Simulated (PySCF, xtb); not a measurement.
CH4N2O2Si, SMILES N[Si@@H](O)OC#N. Other conformers were not sampled.

Harmonic wavenumbers (cm⁻¹) from GFN2-xTB in xtb at its own minimum, in rising order: 37, 83, 106, 214, 228, 266, 298, 366, 491, 503, 629, 684, 716, 752, 807, 887, 992, 1254, 1495, 2352, 2468, 3501, 3558, 3661.

Problem. What does PySCF 2.14.0 with PBE-D3(BJ)/def2-SVP give at its own minimum? (Estimate from the structure and the level; the computed values follow.)

Solution. 36, 103, 189, 248, 282, 318, 337, 386, 493, 514, 634, 710, 768, 846, 855, 884, 992, 1162, 1474, 2247, 2298, 3522, 3626, 3694. Paired by order, the mean absolute difference is 44 cm⁻¹ and the zero-point energies are 37.7 and 38.1 kcal/mol.
